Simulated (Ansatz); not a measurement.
Reaction (substitution at a C–Br bond): `BrC1O[SiH2]1` + `CBO` → `CBOC1O[SiH2]1` + HBr

Program: Ansatz. Geometries: PBE0-D4/def2-TZVP. ΔE: electronic, gas phase. CCSD(T)/CBS adds triple-zeta CCSD(T) − MP2 to the extrapolated MP2 energy (def2 sets, frozen cores). Functionals use def2-TZVPP. B3LYP here is the variant with VWN-RPA as its local correlation; programs differ in this. For Br outer-core shells are correlated without core-valence functions, which leaves a few kJ/mol of doubt a bond. Scalar relativity is left out up to krypton. Each species was taken in one conformer, which may not be the lowest.

`BrC1O[SiH2]1`:

Cartesian coordinates in Å:
```
Br -0.602 1.229 2.001
C 0.013 0.838 0.210
O 1.206 0.055 0.150
Si -0.076 -0.834 -0.467
H 0.065 1.771 -0.343
H -0.582 -1.942 0.364
H -0.024 -1.117 -1.915
```

`CBO`:

Cartesian coordinates in Å:
```
C -0.065 0.764 0.652
B -0.181 -0.448 -0.322
O 0.922 -0.877 -0.985
H 0.944 1.176 0.713
H -0.388 0.472 1.658
H -0.753 1.560 0.346
H -1.227 -1.020 -0.504
H 0.748 -1.627 -1.558
```

`CBOC1O[SiH2]1`:

```xyz
13

C    -0.565    1.029   -2.291
B    -0.151   -0.088   -1.289
O    -0.065    0.201    0.035
C     0.295   -0.762    0.963
O    -0.723   -0.974    1.958
Si    0.622   -0.304    2.693
H    -0.780    1.985   -1.813
H     0.226    1.177   -3.035
H    -1.445    0.713   -2.863
H     0.111   -1.211   -1.640
H     0.621   -1.691    0.494
H     0.499    1.097    3.145
H     1.353   -1.173    3.642
```

HBr:

Z-matrix (Å, degrees):
```
Br
H 1 1.420
```

```
             level  ΔE (kcal/mol)
            PBE-D4            4.1
          B3LYP-D4            3.2
           ωB97M-V            3.2
     HF/def2-TZVPP            1.6
   CCSD/def2-TZVPP            2.9
CCSD(T)/def2-TZVPP            3.3
     HF/def2-QZVPP            1.4
    CCSD/CBS(def2)            3.6
```

Q: What does CCSD(T)/CBS give? (Estimate.)

A: Computed: +4.0 kcal/mol. The listed levels differ from it by 0.1, -0.8, -0.8, -2.4, -1.1, -0.7, -2.6, -0.4 kcal/mol.

Largest T1 diagnostic among the species: 0.015.

In def2-TZVPP, CCSD(T) changes the Hartree–Fock value by +1.7 kcal/mol (the triples alone add +0.3 kcal/mol) and MP2 by +3.6 kcal/mol.
